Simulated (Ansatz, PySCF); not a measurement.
This Ansatz (a quantum-chemistry and plane-wave program) input computes a PBE0/def2-TZVPD energy:

Ansatz 0.2 input:
```yaml
crystal:
  periodic: [false, false, false]
  atoms:
    - {symbol: Si, position_ang: [-0.29261459, -0.25535547, 0.13805888]}
    - {symbol: O, position_ang: [-0.77350728, 1.29888723, -0.12302380]}
    - {symbol: O, position_ang: [1.24726754, -0.64578285, -0.25574789]}
    - {symbol: H, position_ang: [-1.13014126, -1.19216612, -0.63371661]}
    - {symbol: H, position_ang: [-0.53978847, -0.31014256, 1.60813688]}
    - {symbol: H, position_ang: [1.97645180, -0.14754966, 0.12292887]}
basis:
  gaussian:
    orbitals: def2-TZVPD
hamiltonian:
  xc: {name: PBE0}
magnetization: {spin_polarized: true, initial_magnetization: 1}
output: {forces: true}
```

### Question
Write an input for the same energy in PySCF and say what it gives.

### Answer

```python
from pyscf import gto, scf, dft

mol = gto.M(
    atom='''
    Si   -0.29261459   -0.25535547    0.13805888
    O    -0.77350728    1.29888723   -0.12302380
    O     1.24726754   -0.64578285   -0.25574789
    H    -1.13014126   -1.19216612   -0.63371661
    H    -0.53978847   -0.31014256    1.60813688
    H     1.97645180   -0.14754966    0.12292887
    ''',
    basis='def2-tzvpd',
    charge=0,
    spin=1,
    verbose=4,
)

mf = dft.UKS(mol, xc='pbe0').density_fit(auxbasis='def2-universal-jkfit')
mf.grids.level = 3
mf.conv_tol = 1e-9
mf.max_cycle = 100
mf.max_memory = 1500
mf.kernel()
if not mf.converged:
    mf = mf.newton()
    mf.kernel(mf.make_rdm1())
for _ in range(2):
    mo, _, stable, _ = mf.stability(return_status=True)
    if stable:
        break
    mf.kernel(mf.make_rdm1(mo, mf.mo_occ))
mf.analyze()
```
It gives -441.54180 Eh, and Ansatz -441.54175 Eh, a difference of 0.05 mEh, from the treatment of integrals and grids.

It need not be the lowest isomer of its formula.
